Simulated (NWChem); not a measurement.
All runs are NWChem calculations. System: H₄F₂Ga₂, charge 0, spin multiplicity 1, at a geometry optimised with B3LYP/def2-SVP. The structure started from a generated list of species. Level: MP2/def2-TZVP, 20 core orbitals frozen.

Part of the output:

```
             Northwest Computational Chemistry Package (NWChem) 7.3.0
             --------------------------------------------------------

                                NWChem Input Module
                                -------------------

 Scaling coordinates for geometry "geometry" by  1.889725989
 (inverse scale =  0.529177249)

 Turning off AUTOSYM since
 SYMMETRY directive was detected!

                             Geometry "geometry" -> ""
                             -------------------------

 Output coordinates in angstroms (scale by  1.889725989 to convert to a.u.)

  No.       Tag          Charge          X              Y              Z
 ---- ---------------- ---------- -------------- -------------- --------------
    1 Ga                  31.0000     0.00000000     0.00000000     1.51210400
    2 Ga                  31.0000     0.00000000     0.00000000    -1.51210400
    3 F                    9.0000    -1.24033900     0.00000000     0.00000000
    4 H                    1.0000     0.00000000    -1.43864000     2.10758400
    5 H                    1.0000     0.00000000     1.43864000     2.10758400
    6 F                    9.0000     1.24033900     0.00000000     0.00000000
    7 H                    1.0000     0.00000000    -1.43864000    -2.10758400
    8 H                    1.0000     0.00000000     1.43864000    -2.10758400

 Effective nuclear repulsion energy (a.u.)     560.6440796366

            Nuclear Dipole moment (a.u.)
            ----------------------------
        X                 Y               Z
 ---------------- ---------------- ----------------
     0.0000000000     0.0000000000     0.0000000000

      Symmetry information
      --------------------

 Group name             D2h
 Group number             26
 Group order               8
 No. of unique centers     3

      Symmetry unique atoms

     1    3    4


 Summary of "ao basis" -> "" (spherical)
 ------------------------------------------------------------------------------
       Tag                 Description            Shells   Functions and Types
 ---------------- ------------------------------  ------  ---------------------
 *                         def2-tzvp                  on all atoms

 Summary of "ao basis" -> "ao basis" (spherical)
 ------------------------------------------------------------------------------
       Tag                 Description            Shells   Functions and Types
 ---------------- ------------------------------  ------  ---------------------
 Ga                        def2-tzvp                16       48   6s5p4d1f
 F                         def2-tzvp                11       31   5s3p2d1f
 H                         def2-tzvp                 4        6   3s1p

                                 NWChem SCF Module
                                 -----------------

  ao basis        = "ao basis"
  functions       =   182
  atoms           =     8
  closed shells   =    42
  open shells     =     0
  charge          =   0.00
  wavefunction    = RHF
  use symmetry    = T
  symmetry adapt  = T

 Summary of "ao basis" -> "ao basis" (spherical)
 ------------------------------------------------------------------------------
       Tag                 Description            Shells   Functions and Types
 ---------------- ------------------------------  ------  ---------------------
 Ga                        def2-tzvp                16       48   6s5p4d1f
 F                         def2-tzvp                11       31   5s3p2d1f
 H                         def2-tzvp                 4        6   3s1p

      Symmetry analysis of basis
      --------------------------

        ag         40
        au          9
        b1g        13
        b1u        33
        b2g        19
        b2u        23
        b3g        19
        b3u        26

 Forming initial guess at       0.3s

      Superposition of Atomic Density Guess
      -------------------------------------

 Sum of atomic energies:       -4047.28476211

      Non-variational initial energy
      ------------------------------

 Total energy =   -4047.739656
 1-e energy   =   -6769.639252
 2-e energy   =    2161.255516
 HOMO         =      -0.361681
[...]
   172     -0.157768  7 H  s                178      0.157768  8 H  s

 Vector   43  Occ=0.000000D+00  E= 7.398547D-02  Symmetry=b3u
              MO Center=  1.5D-13,  3.3D-15,  6.6D-14, r^2= 8.3D+00
   Bfn.  Coefficient  Atom+Function         Bfn.  Coefficient  Atom+Function
  ----- ------------  ---------------      ----- ------------  ---------------
    19      0.618599  1 Ga px                67      0.618599  2 Ga px
   101      0.256649  3 F  s                144     -0.256649  6 F  s
    16      0.161912  1 Ga px                64      0.161912  2 Ga px

 Vector   44  Occ=0.000000D+00  E= 1.095940D-01  Symmetry=b2g
              MO Center=  4.8D-15, -8.9D-18, -9.9D-14, r^2= 9.4D+00
   Bfn.  Coefficient  Atom+Function         Bfn.  Coefficient  Atom+Function
  ----- ------------  ---------------      ----- ------------  ---------------
    19      0.887172  1 Ga px                67     -0.887172  2 Ga px
   110      0.235465  3 F  pz               153     -0.235465  6 F  pz

 Vector   45  Occ=0.000000D+00  E= 1.124409D-01  Symmetry=ag
              MO Center=  4.0D-15,  2.6D-16,  1.5D-15, r^2= 9.8D+00
   Bfn.  Coefficient  Atom+Function         Bfn.  Coefficient  Atom+Function
  ----- ------------  ---------------      ----- ------------  ---------------
    21      1.003478  1 Ga pz                69     -1.003478  2 Ga pz
     6      0.763302  1 Ga s                 54      0.763302  2 Ga s
   130     -0.586432  4 H  s                136     -0.586432  5 H  s
   173     -0.586432  7 H  s                179     -0.586432  8 H  s
   101      0.499808  3 F  s                144      0.499808  6 F  s

 center of mass
 --------------
 x =   0.00000000 y =   0.00000000 z =   0.00000000

 moments of inertia (a.u.)
 ------------------
        1219.310271641021           0.000000000000           0.000000000000
           0.000000000000        1398.264544098701           0.000000000000
           0.000000000000           0.000000000000         238.544775046857

  Mulliken analysis of the total density
  --------------------------------------

    Atom       Charge   Shell Charges
 -----------   ------   -------------------------------------------------------
    1 Ga  31    30.24   2.00  2.00  1.16  0.80  0.67  0.33  5.98  4.45  1.55  0.86  0.17  8.90  1.13  0.07  0.08  0.06
    2 Ga  31    30.24   2.00  2.00  1.16  0.80  0.67  0.33  5.98  4.45  1.55  0.86  0.17  8.90  1.13  0.07  0.08  0.06
    3 F    9     9.52   0.77  1.20  0.59  1.01  0.36  2.24  2.31  1.03  0.00  0.00  0.00
    4 H    1     1.12   0.22  0.55  0.34  0.01
    5 H    1     1.12   0.22  0.55  0.34  0.01
    6 F    9     9.52   0.77  1.20  0.59  1.01  0.36  2.24  2.31  1.03  0.00  0.00  0.00
    7 H    1     1.12   0.22  0.55  0.34  0.01
    8 H    1     1.12   0.22  0.55  0.34  0.01

       Multipole analysis of the density wrt the origin
       ------------------------------------------------

     L   x y z        total         open         nuclear
     -   - - -        -----         ----         -------
     0   0 0 0     -0.000000      0.000000     84.000000

     1   1 0 0      0.000000      0.000000      0.000000
     1   0 1 0      0.000000      0.000000      0.000000
     1   0 0 1      0.000000      0.000000      0.000000

     2   2 0 0    -34.079609      0.000000     98.889681
     2   1 1 0      0.000000      0.000000      0.000000
     2   1 0 1     -0.000000      0.000000      0.000000
     2   0 2 0    -36.930574      0.000000     29.563914
     2   0 1 1      0.000000      0.000000      0.000000
     2   0 0 2    -31.510422      0.000000    569.684993

                   NWChem MP2 Semi-direct Energy/Gradient Module
                   ---------------------------------------------

  Basis functions       =    182
  Molecular orbitals    =    182
  Frozen core           =     20
  Frozen virtuals       =      0
  Active alpha occupied =     22
  Active beta occupied  =     22
  Active alpha virtual  =    140
  Active beta virtual   =    140
  Use MO symmetry       = T
  Use skeleton AO sym   = T

  AO/Fock/Back tols     =   1.0D-09  1.0D-09  1.0D-09

 GA uses MA = F    GA memory limited = T

 Available:
  local mem=  1.26D+08
 global mem=  1.44D+08
 local disk=  0.00D+00
  mp2_memr nvloc                   140
  nvloc new                   140
   1 passes of  22:        5242880                     221511                 165817915.
   1 passes of  22: M    126144161           G      144112952           F     120901281.
  mp2_memr nvloc                   140
  nvloc new                   140
   2 passes of  11:        5242880                     144542                  82937271.
   2 passes of  11: M    126144161           G      144112952           F     120901281.

 Semi-direct pass number   1 of   2  for RHF alpha+beta  at       15.6s
  vrange nnbf                 15829
  mp2_eaftype                   316  avail_ma_in_mb                  1099
 EAF : mp2_eaftype filesize         316   41468636.
  mp2_eaf for mointskh                    316
Node 0 wrote    195.0 Mb in      0.1 s     Agg I/O rate:  2445.4 Mb/s
 Done moints_semi at       62.0s
  mp2_eaftype                   316  avail_ma_in_mb                   783
 EAF : mp2_eaftype filesize         316   41468636.
  mp2_eaf for kh                   316
 Done maket at       63.2s
 Semi-direct pass number   2 of   2  for RHF alpha+beta  at       63.2s
  vrange nnbf                 15829
  mp2_eaftype                   316  avail_ma_in_mb                   783
 EAF : mp2_eaftype filesize         316   41468636.
  mp2_eaf for mointskh                    316
Node 0 wrote    195.0 Mb in      0.1 s     Agg I/O rate:  2430.9 Mb/s
 Done moints_semi at      108.5s
  mp2_eaftype                   316  avail_ma_in_mb                   783
 EAF : mp2_eaftype filesize         316   41468636.
  mp2_eaf for kh                   316
 Done maket at      109.7s
 Done multipass loop at      109.7s

          -------------------------------------------
          SCF energy               -4047.912619849233
          Correlation energy          -0.965190909780
          Singlet pairs               -0.567485214035
          Triplet pairs               -0.397705695745
          Total MP2 energy         -4048.877810759013
          -------------------------------------------

          ---------------------------------------------------
                    Spin Component Scaled (SCS) MP2
          Same spin pairs                     -0.265137130497
          Same spin scaling factor             0.333333333333
          Opposite spin pairs                 -0.700053779283
          Opposite spin scaling fact.          1.200000000000
          SCS-MP2 correlation energy          -0.928443578639
          Total SCS-MP2 energy             -4048.841063427872
          ---------------------------------------------------

 -----------------------
 Performance information
 -----------------------

 Timer overhead =  2.91D-07 seconds/call

               Nr. of calls         CPU time (s)                 Wall time (s)                GFlops
             ---------------    -------------------     ------------------------------   -------------------
Name         Min   Avg   Max    Min     Avg     Max     Min     Avg     Max   Mx/calls   Min     Max     Sum
mp2: moin     2     2     2    92.     92.     92.      92.     92.     92.     46.      0.0     0.0     0.0
mp2: make     2     2     2    2.4     2.4     2.4      2.4     2.4     2.4     1.2      0.0     0.0     0.0
mp2: tota     1     1     1    95.     95.     95.      95.     95.     95.     95.      0.0     0.0     0.0

 The average no. of pstat calls per process was 5.00D+00
 with a timing overhead of 1.45D-06s

 Task  times  cpu:      109.7s     wall:      109.7s

 Total times  cpu:      109.7s     wall:      109.7s
```

Q: Write an NWChem input that would produce this output.

A: This is not unique; one that fits is 
```
start mol
memory heap 200 mb stack 900 mb global 1100 mb
geometry units angstroms nocenter noautoz
  Ga     0.000000     0.000000     1.512104
  Ga     0.000000     0.000000    -1.512104
  F     -1.240339     0.000000     0.000000
  H      0.000000    -1.438640     2.107584
  H      0.000000     1.438640     2.107584
  F      1.240339     0.000000     0.000000
  H      0.000000    -1.438640    -2.107584
  H      0.000000     1.438640    -2.107584
  symmetry group D2h
end
basis spherical
  * library def2-tzvp
end
scf
  rhf
  nopen 0
  maxiter 100
  thresh 1e-7
  semidirect memsize 60000000 filesize 0
end
mp2
  freeze core 20
end
task mp2 energy
```
